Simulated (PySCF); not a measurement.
Ga(F)(Cl)(NH2) (ClFGaH2N), SMILES [NH2][Ga]([F])[Cl]. Geometry: r2SCAN-D4/def2-SVP. Other conformers were not sampled.

Question: Give the equilibrium geometry at r2SCAN-D4/def2-SVP (PySCF confirms it by a frequency run) as a Z-matrix. (Estimate from the structure and the level; the computed values follow.)

Answer: Several could match; the one computed here: 
```
Ga
F 1 1.7444
N 1 1.7867 2 119.28
H 3 1.0131 1 122.87 2 173.79
H 3 1.0135 4 113.13 1 166.79
Cl 1 2.1272 2 117.14 3 -177.96
```
